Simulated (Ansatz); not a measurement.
Reaction (redistribution): `[CH3][SnH]([F])[I]` + `C[S][AlH2]` → `[CH3][SnH2][I]` + `C[S][AlH][F]`

Program: Ansatz. Geometries: PBE0-D4/def2-TZVP. ΔE: electronic, gas phase. CBS: MP2 limit from def2 TZ/QZ plus the TZ coupled-cluster correction, frozen cores. This one scheme is used for every species. DFT in def2-TZVPP. def2 core potentials past Kr. For I, Sn outer-core shells are correlated without core-valence functions, which leaves a few kJ/mol of doubt a bond. One conformer a species, not always the lowest.

`[CH3][SnH]([F])[I]`:

```xyz
8

C     0.949   -0.743    0.189
Sn   -0.563    0.715   -0.086
F    -1.637    0.633    1.507
I    -2.192    0.008   -2.079
H     1.574   -0.796   -0.702
H     1.555   -0.473    1.054
H     0.468   -1.705    0.359
H    -0.152    2.359   -0.243
```

`C[S][AlH2]`:

Z-matrix (Å, degrees):
```
C
S 1 1.822
H 1 1.090 2 111.6
H 1 1.089 2 108.7 3 120.6
H 1 1.089 2 108.7 3 -120.6
Al 2 2.168 1 102.5 3 -0.3
H 6 1.585 2 117.5 1 0.1
H 6 1.580 2 117.5 1 -179.9
```

`[CH3][SnH2][I]`:

```xyz
8

C    -0.482   -1.062   -0.287
Sn    0.226    0.812    0.439
I     1.989    1.734   -1.376
H     0.359   -1.745   -0.401
H    -1.202   -1.484    0.416
H    -0.962   -0.915   -1.254
H    -1.006    1.987    0.553
H     1.079    0.673    1.910
```

`C[S][AlH][F]`:

Z-matrix (Å, degrees):
```
C
S 1 1.825
H 1 1.091 2 112.1
H 1 1.089 2 108.6 3 120.5
H 1 1.089 2 108.7 3 -120.5
Al 2 2.158 1 99.4 3 0.2
F 6 1.647 2 118.3 1 180.0
H 6 1.574 2 121.8 1 -0.1
```

CCSD(T)/CBS gives -122.4 kJ/mol.

Task: Another level gave -121.3 kJ/mol. Which?
A. r2SCAN0/def2-TZVPP
B. B97M-V/def2-TZVPP
C. LC-ωPBE/def2-TZVPP
D. CCSD/def2-TZVPP

Result: C. LC-ωPBE -121.3, CCSD/def2-TZVPP -130.1, B97M-V -110.7, r2SCAN0 -125.7 kJ/mol.

Largest T1 diagnostic among the species: 0.012.

Leaving LDA and LC-ωPBE aside and taking each functional with its dispersion term where it has one, the values, not all of them listed here, spread over 18.1 kJ/mol, from PBE-QIDH to revPBE-D4. LDA lies −9.9 kJ/mol from PBE without D4. From PBE to PBE0 (25 % exact exchange), in def2-TZVPP and without D4, ΔE moves by −7.5 kJ/mol.

CCSD(T)/CBS has its own doubt, a few kJ/mol and more with outer-core shells, so smaller differences from it don't rank the levels.
